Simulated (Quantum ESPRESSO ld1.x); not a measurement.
Input (ld1.x (Quantum ESPRESSO 7.5)):

```
 &input
    zed=29.0,
    iswitch=1,
    rel=1,
    lsd=1,
    dft='PW',
    config='[Ar] 3d9 4s1',
    prefix='ld1',
    max_out_wfc=37,
    file_charge='ld1.rho',
 /
```

Command: `OMP_NUM_THREADS=1 ld1.x < ld1.in > ld1.out`

It prints:

```
     Program LD1 v.7.5 starts

     --------------------------- All-electron run ----------------------------

     scalar relativistic calculation

     atomic number is 29.00
     dft =PW   lsd =1 sic =0 latt =0  beta=0.20 tr2=1.0E-14
     Exchange-correlation= PW
                           (   1   4   0   0   0   0   0)
     mesh =1997 r(mesh) =  99.55439 a.u. xmin = -8.00 dx = 0.00800
     1 Ry =  13.60569312 eV, c = 137.03599908

     n l     nl                  e(Ry)          e(Ha)          e(eV)
     1 0     1S 1( 1.00)      -650.3164      -325.1582     -8848.0048
     2 0     2S 1( 1.00)       -79.0627       -39.5313     -1075.7027
     2 1     2P 1( 3.00)       -68.4731       -34.2366      -931.6244
     3 0     3S 1( 1.00)        -9.5079        -4.7540      -129.3619
     3 1     3P 1( 3.00)        -6.4038        -3.2019       -87.1277
     3 2     3D 1( 5.00)        -1.4477        -0.7239       -19.6973
     4 0     4S 1( 1.00)        -1.0609        -0.5305       -14.4345
     1 0     1S 2( 1.00)      -650.3118      -325.1559     -8847.9422
     2 0     2S 2( 1.00)       -79.0162       -39.5081     -1075.0696
     2 1     2P 2( 3.00)       -68.4367       -34.2183      -931.1282
     3 0     3S 2( 1.00)        -9.4232        -4.7116      -128.2090
     3 1     3P 2( 3.00)        -6.3196        -3.1598       -85.9829
     3 2     3D 2( 4.00)        -1.3603        -0.6801       -18.5074
     4 0     4S 2( 0.00)        -0.9675        -0.4838       -13.1638

     final scf error:  2.2E-15 reached in  25 iterations

     Etot =   -3303.696947 Ry,   -1651.848473 Ha,  -44949.086831 eV
     Total magnetization:    2.00 Bohr mag.

     Ekin =    3351.537216 Ry,    1675.768608 Ha,   45599.986854 eV
     Encl =   -7931.518448 Ry,   -3965.759224 Ha, -107913.806009 eV
     Eh   =    1405.224282 Ry,     702.612141 Ha,   19119.050345 eV
     Exc  =    -128.939996 Ry,     -64.469998 Ha,   -1754.318020 eV

     normalization and overlap integrals

     s(1S/1S) =  1.000000  <r> =   0.0522  <r2> =    0.0037  r(max) =   0.0342
     s(1S/2S) = -0.004013
     s(1S/3S) = -0.001494
     s(1S/4S) = -0.000409
     s(2S/2S) =  1.000000  <r> =   0.2357  <r2> =    0.0656  r(max) =   0.1972
     s(2S/3S) = -0.000864
     s(2S/4S) = -0.000231
     s(2P/2P) =  1.000000  <r> =   0.2067  <r2> =    0.0524  r(max) =   0.1577
     s(2P/3P) = -0.000689
     s(3S/3S) =  1.000000  <r> =   0.7108  <r2> =    0.5844  r(max) =   0.6143
     s(3S/4S) = -0.000135
     s(3P/3P) =  1.000000  <r> =   0.7455  <r2> =    0.6573  r(max) =   0.6192
     s(3D/3D) =  1.000000  <r> =   0.9420  <r2> =    1.1847  r(max) =   0.5949
     s(4S/4S) =  1.000000  <r> =   2.4272  <r2> =    6.7518  r(max) =   2.0395
     s(1S/1S) =  1.000000  <r> =   0.0522  <r2> =    0.0037  r(max) =   0.0342
     s(1S/2S) = -0.004015
     s(1S/3S) = -0.001493
     s(1S/4S) = -0.000404
     s(2S/2S) =  1.000000  <r> =   0.2356  <r2> =    0.0655  r(max) =   0.1972
     s(2S/3S) = -0.000864
     s(2S/4S) = -0.000229
     s(2P/2P) =  1.000000  <r> =   0.2066  <r2> =    0.0524  r(max) =   0.1577
     s(2P/3P) = -0.000689
     s(3S/3S) =  1.000000  <r> =   0.7112  <r2> =    0.5849  r(max) =   0.6143
     s(3S/4S) = -0.000133
     s(3P/3P) =  1.000000  <r> =   0.7458  <r2> =    0.6578  r(max) =   0.6192
     s(3D/3D) =  1.000000  <r> =   0.9410  <r2> =    1.1820  r(max) =   0.5949
     s(4S/4S) =  1.000000  <r> =   2.4689  <r2> =    7.0231  r(max) =   2.0395

     ------------------------ End of All-electron run ------------------------
```

Run on one thread of a shared host, so times are rough (Intel(R) Xeon(R) Processor @ 2.60GHz): 0.64 s of CPU time, 0.68 s wall, 25 iterations on 1997 mesh points.
